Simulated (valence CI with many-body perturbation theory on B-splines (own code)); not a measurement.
## Energy levels of Bi LXXVI

Calculated by configuration interaction combined with many-body perturbation theory (CI+MBPT): six valence electrons over a frozen Dirac-Fock core [He], radial functions for each j: 9 s, 9 p, 8 d, 6 f, 3 g, 1 h, with the one-electron correlation potential Σ1 (screened to all orders), the two-electron term Σ2, the three-electron term Σ3, Breit, model QED; selected single and double excitations, second order for the rest, scaled by the run's own slope (own B-spline code, finite nucleus).

No measured spectrum was set against this ion. As an estimate, large intervals hold to a few tenths of a per cent, small ones and those within an open d or f shell to about a per cent. Among the levels kept, up to 1900 cm⁻¹ of a level comes from second order outside the variational space, and about a tenth of that is noise between levels of different J, which matters for small intervals.

Levels 1 to 45 of 50, with energies above the lowest level, (2s^2 2p1/2^2 2p3/2^2) J=2. "Leading %" is the weight of the configuration and term that name the level; weights of strongly mixed levels are sums over their largest components and can fall short, and the name can then belong to a minority configuration. In the jj column 3d3/2^4 stands for four electrons in 3d with j = 3/2. Lifetimes count E1, E2, E3, M1 and M2 decay at the calculated energies, and are blank where another channel may lead or the interval is too uncertain; long ones can be off by a factor of two.

| No. | Configuration | Term | J | E (Ry) | Leading % | g | Leading jj | Lifetime |
| --- | --- | --- | --- | --- | --- | --- | --- | --- |
| 1 | 2s²2p⁴ | ³P | 2 | 0.0 | 68 | 1.293 | 2s^2 2p1/2^2 2p3/2^2 (100 %) |  |
| 2 | 2s²2p⁴ | ¹S | 0 | 5.3 | 66 |  | 2s^2 2p1/2^2 2p3/2^2 (100 %) | 8.04 ms |
| 3 | 2s²2p⁴ | ³P | 1 | 176.1 | 100 | 1.461 | 2s^2 2p1/2 2p3/2^3 (100 %) | 7.08 ps |
| 4 | 2s²2p⁴ | ¹D | 2 | 177.5 | 68 | 1.112 | 2s^2 2p1/2 2p3/2^3 (100 %) | 16.0 ps |
| 5 | 2s2p⁵ | ³P° | 2 | 212.1 | 100 | 1.452 | 2s 2p1/2^2 2p3/2^3 (100 %) | 32.3 fs |
| 6 | 2s2p⁵ | ¹P° | 1 | 219.4 | 64 | 1.139 | 2s 2p1/2^2 2p3/2^3 (100 %) | 13.2 fs |
| 7 | 2s²2p⁴ | ³P | 0 | 356.1 | 65 |  | 2s^2 2p3/2^4 (100 %) | 2.21 ps |
| 8 | 2s2p⁵ | ³P° | 0 | 389.3 | 100 |  | 2s 2p1/2 2p3/2^4 (100 %) | 16.2 fs |
| 9 | 2s2p⁵ | ³P° | 1 | 392.3 | 64 | 1.257 | 2s 2p1/2 2p3/2^4 (100 %) | 15.3 fs |
| 10 | 2p⁶ | ¹S | 0 | 434.6 | 99 |  | 2p1/2^2 2p3/2^4 (99 %) | 8.00 fs |
| 11 | 2s²2p³3s | ³P° | 2 | 800.2 | 49 | 1.469 | 2s^2 2p1/2^2 2p3/2 3s (100 %) | 4.88 fs |
| 12 | 2s²2p³3s | ¹P° | 1 | 801.0 | 33 | 1.125 | 2s^2 2p1/2^2 2p3/2 3s (100 %) | 2.09 fs |
| 13 | 2s²2p³3p | ³P | 1 | 811.1 | 33 | 1.456 | 2s^2 2p1/2^2 2p3/2 3p1/2 (100 %) | 335 fs |
| 14 | 2s²2p³3p | ³D | 2 | 811.1 | 26 | 1.136 | 2s^2 2p1/2^2 2p3/2 3p1/2 (100 %) | 205 fs |
| 15 | 2s²2p³3p | ³D | 3 | 861.6 | 51 | 1.307 | 2s^2 2p1/2^2 2p3/2 3p3/2 (100 %) | 144 fs |
| 16 | 2s²2p³3p | ³P | 1 | 861.7 | 34 | 1.315 | 2s^2 2p1/2^2 2p3/2 3p3/2 (100 %) | 145 fs |
| 17 | 2s²2p³3p | ³P | 2 | 864.2 | 46 | 1.302 | 2s^2 2p1/2^2 2p3/2 3p3/2 (100 %) | 153 fs |
| 18 | 2s²2p³3p | ³P | 0 | 866.5 | 69 |  | 2s^2 2p1/2^2 2p3/2 3p3/2 (100 %) | 84.9 fs |
| 19 | 2s²2p³3d | ³D° | 2 | 871.9 | 33 | 1.025 | 2s^2 2p1/2^2 2p3/2 3d3/2 (100 %) | 4.02 fs |
| 20 | 2s²2p³3d | ³F° | 3 | 872.5 | 27 | 1.051 | 2s^2 2p1/2^2 2p3/2 3d3/2 (99 %) | 13.3 fs |
| 21 | 2s²2p³3d | ³D° | 1 | 872.9 | 36 | 1.055 | 2s^2 2p1/2^2 2p3/2 3d3/2 (100 %) | 1.50 fs |
| 22 | 2s²2p³3d | ³P° | 0 | 873.3 | 65 |  | 2s^2 2p1/2^2 2p3/2 3d3/2 (100 %) | 290 fs |
| 23 | 2s²2p³3d | ³F° | 4 | 884.2 | 52 | 1.226 | 2s^2 2p1/2^2 2p3/2 3d5/2 (100 %) | 2.52 ps |
| 24 | 2s²2p³3d | ³D° | 2 | 885.2 | 34 | 1.207 | 2s^2 2p1/2^2 2p3/2 3d5/2 (100 %) | 601 as |
| 25 | 2s²2p³3d | ³D° | 3 | 886.4 | 48 | 1.203 | 2s^2 2p1/2^2 2p3/2 3d5/2 (99 %) | 268 as |
| 26 | 2s²2p³3d | ³D° | 1 | 887.6 | 31 | 1.083 | 2s^2 2p1/2^2 2p3/2 3d5/2 (100 %) | 398 as |
| 27 | 2s²2p³3s | ⁵S° | 2 | 975.2 | 55 | 1.568 | 2s^2 2p1/2 2p3/2^2 3s (100 %) | 8.94 fs |
| 28 | 2s²2p³3s | ³S° | 1 | 976.2 | 56 | 1.288 | 2s^2 2p1/2 2p3/2^2 3s (100 %) | 2.00 fs |
| 29 | 2s²2p³3s | ³D° | 3 | 977.0 | 100 | 1.288 | 2s^2 2p1/2 2p3/2^2 3s (100 %) | 6.90 fs |
| 30 | 2s²2p³3s | ¹D° | 2 | 977.7 | 67 | 1.008 | 2s^2 2p1/2 2p3/2^2 3s (100 %) | 2.18 fs |
| 31 | 2s²2p³3s | ³P° | 0 | 981.8 | 100 |  | 2s^2 2p1/2 2p3/2^2 3s (100 %) | 4.74 fs |
| 32 | 2s²2p³3s | ³P° | 1 | 982.1 | 67 | 1.288 | 2s^2 2p1/2 2p3/2^2 3s (100 %) | 3.49 fs |
| 33 | 2s²2p³3p | ⁵P | 1 | 985.7 | 46 | 1.624 | 2s^2 2p1/2 2p3/2^2 3p1/2 (100 %) | 618 fs |
| 34 | 2s²2p³3p | ³F | 2 | 986.3 | 34 | 1.183 | 2s^2 2p1/2 2p3/2^2 3p1/2 (100 %) | 349 fs |
| 35 | 2s²2p³3p | ³F | 3 | 987.4 | 44 | 1.067 | 2s^2 2p1/2 2p3/2^2 3p1/2 (100 %) | 257 fs |
| 36 | 2s²2p³3p | ³P | 2 | 991.2 | 50 | 1.286 | 2s^2 2p1/2 2p3/2^2 3p1/2 (100 %) | 199 fs |
| 37 | 2s²2p³3p | ³D | 1 | 992.1 | 74 | 0.621 | 2s^2 2p1/2 2p3/2^2 3p1/2 (100 %) | 313 fs |
| 38 | 2s²2p³3p | ³P | 0 | 996.5 | 65 |  | 2s^2 2p1/2 2p3/2^2 3p1/2 (100 %) | 202 fs |
| 39 | 2s2p⁴3s | ⁵P | 3 | 1006.2 | 69 | 1.518 | 2s 2p1/2^2 2p3/2^2 3s (100 %) | 12.8 fs |
| 40 | 2s2p⁴3s | ³P | 2 | 1008.8 | 58 | 1.353 | 2s 2p1/2^2 2p3/2^2 3s (99 %) | 2.38 fs |
| 41 | 2s2p⁴3s | ³S | 1 | 1015.7 | 65 | 1.968 | 2s 2p1/2^2 2p3/2^2 3s (99 %) | 4.13 fs |
| 42 | 2s2p⁴3s | ³D | 1 | 1016.4 | 34 | 0.957 | 2s 2p1/2^2 2p3/2^2 3s (99 %) | 2.05 fs |
| 43 | 2s2p⁴3s | ³P | 2 | 1017.0 | 57 | 1.345 | 2s 2p1/2^2 2p3/2^2 3s (99 %) | 7.57 fs |
| 44 | 2s2p⁴3p | ⁵P° | 2 | 1017.6 | 29 | 1.562 | 2s 2p1/2^2 2p3/2^2 3p1/2 (100 %) | 2.91 fs |
| 45 | 2s2p⁴3p | ³D° | 3 | 1017.7 | 41 | 1.298 | 2s 2p1/2^2 2p3/2^2 3p1/2 (100 %) | 1.20 fs |

The ionisation energy to 2s²2p³ ²P°3/2 of the next ion comes out as 20921 eV (NIST: 20920 ± 100 eV (theoretical)). All 50 levels together are meant to be complete up to 1030.8 Ry.
